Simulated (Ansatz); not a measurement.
Cost and result up the ladder for Si19OH26, a nanocrystal with a defect cut from the lattice of silicon (double-bonded O in place of two caps) (46 atoms). The state is a singlet with charge 0. Geometry: PBE-D4/def2-SVP.

```xyz
46

Si    1.243    3.479    1.507
Si   -1.234    3.571   -1.355
Si    3.454    0.324    2.009
Si    0.858    0.439   -0.776
Si    3.165   -2.587   -0.332
Si    0.246   -1.908    2.184
Si    0.595   -2.421   -3.213
Si   -1.933    1.233    1.706
Si   -2.299   -1.742   -0.695
Si   -1.508    0.568   -3.815
Si    2.518    2.225    3.041
Si   -0.304    2.175    0.300
Si   -2.602    2.453   -2.918
Si   -1.005   -0.246    3.292
Si    1.891   -0.962    0.802
Si   -0.668   -0.783   -2.086
Si    1.947   -3.867   -1.900
Si   -1.303   -3.147    0.913
Si   -3.471   -0.082    0.499
O     0.617   -2.417   -4.779
H     0.520    4.595    2.220
H     2.188    4.098    0.506
H    -0.075    4.188   -2.101
H    -2.003    4.687   -0.690
H     4.497    0.790    1.023
H     4.138   -0.547    3.034
H     1.912    1.027   -1.684
H     4.237   -1.853   -1.101
H     3.844   -3.498    0.661
H     0.912   -2.810    3.196
H    -2.666    2.343    2.421
H    -3.253   -2.539   -1.551
H    -0.336    1.031   -4.638
H    -2.446   -0.232   -4.679
H     3.635    3.087    3.583
H     1.656    1.803    4.202
H    -2.953    3.420   -4.026
H    -3.886    2.031   -2.252
H    -0.167    0.480    4.312
H    -2.144   -0.924    4.017
H     1.040   -4.832   -1.179
H     2.873   -4.638   -2.806
H    -0.644   -4.332    0.254
H    -2.383   -3.662    1.834
H    -4.319    0.752   -0.427
H    -4.385   -0.772    1.486
```

Ansatz on 2 threads of AMD EPYC 7R13 on a shared host and a share (18 GiB) of an NVIDIA H100 80GB HBM3. Times are rough, and most runs start from the orbitals of an earlier one. PBE0-D4/def2-TZVP serves as the yardstick here, not as an exact answer. Differences are given only for rows in sets of like size (and for xTB, whose basis is part of the method), since another set adds its own error. Binding counts from free atoms at the same level (Si triplet, O triplet, H doublet; other spins of the atoms weren't run), without zero-point energy or a counterpoise term.

B3LYP takes the VWN-RPA correlation. Correlated methods freeze 96 core orbitals. The rows differ in basis, and correlated rows in double-zeta sets carry the largest basis error. Single mean-field runs in def2-SVP, def2-TZVP are fitted with def2-universal-jkfit.

Correlated methods converge slowly with the basis, most of all in double-zeta sets.

```tsv
level	functions	wall time
HF/STO-3G	202	2.7 s
HF/6-31G	308	4.7 s
PBE0-D4/def2-SVP	486	5.5 s
PBE-D4/def2-SVP	486	5.5 s
PBE-D4/def2-TZVP	890	5.5 s
B3LYP-D4/6-31G	308	6 s
MP2/def2-SVP	486	6 s
LDA (SPW92)/def2-TZVP	890	6.5 s
BLYP-D4/def2-TZVP	890	7.5 s
BHLYP-D4/def2-TZVP	890	8.5 s
PBE0-D4/def2-TZVP (with forces)	890	8.6 s
r2SCAN-D4/def2-TZVP (with forces)	890	9.6 s
```

Q: Estimate what each level gives for the binding energy per atom (eV).

A: 
| level | binding energy per atom (eV) | difference from PBE0-D4/def2-TZVP (eV) |
| --- | --- | --- |
| HF/STO-3G | 3.57 | – |
| HF/6-31G | 1.97 | – |
| PBE0-D4/def2-SVP | 3.28 | – |
| PBE-D4/def2-SVP | 3.30 | – |
| PBE-D4/def2-TZVP | 3.30 | 0.01 |
| B3LYP-D4/6-31G | 2.99 | – |
| MP2/def2-SVP | 3.04 | – |
| LDA (SPW92)/def2-TZVP | 3.67 | 0.38 |
| BLYP-D4/def2-TZVP | 3.24 | -0.05 |
| BHLYP-D4/def2-TZVP | 3.24 | -0.05 |
| PBE0-D4/def2-TZVP (with forces) | 3.29 | 0.00 |
| r2SCAN-D4/def2-TZVP (with forces) | 3.31 | 0.02 |
